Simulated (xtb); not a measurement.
TeI2, SMILES [Te](I)I. All values are semi-empirical tight-binding results from xtb (GFN2-xTB unless named), good for trends rather than for accurate numbers. The structure is a stationary point at GFN2-xTB.

```json
{
  "point_group_as_xtb_finds_it": "C2v",
  "orbital_gap": "2.84 eV",
  "zero_point_energy": "0.8 kcal/mol",
  "G − E(el) at 298.15 K (modified RRHO)": "-19.9 kcal/mol",
  "static polarisability (D4 model)": "104.5 bohr³",
  "solvation energy, GFN2-xTB/ALPB(water)": "-3.2 kcal/mol",
  "solvation energy, GFN2-xTB/ALPB(thf)": "-7.7 kcal/mol"
}
```
